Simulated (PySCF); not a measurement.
# Correlation energy of V (vanadium, neutral)

[Ar] 3d3 4s2, high-spin 4F determinant. All numbers are calculated (PySCF 2.14, the spin-free X2C one-electron Hamiltonian (Gaussian nucleus), in aug-cc-pwCVTZ-DK (10s9p7d4f3g, 127 functions)). Frozen: [Ne]; 13 electrons correlated.

MP2 pair energies summed by pair of shells (mhartree):

```tsv
pair	energy	share (%)
3p-3p	-133.98	31.1
3p-3d	-129.91	30.2
3s-3p	-48.52	11.3
3s-3d	-22.95	5.3
4s-4s	-21.95	5.1
3p-4s	-21.62	5.0
3d-4s	-21.10	4.9
3d-3d	-20.93	4.9
3s-3s	-7.87	1.8
3s-4s	-1.63	0.4
```

Total MP2 correlation energy: -430.45 mhartree.

Same-spin part -124.86 and opposite-spin part -305.59 mhartree; SCS-MP2 scales them by 1/3 and 6/5 to -408.33 mhartree.
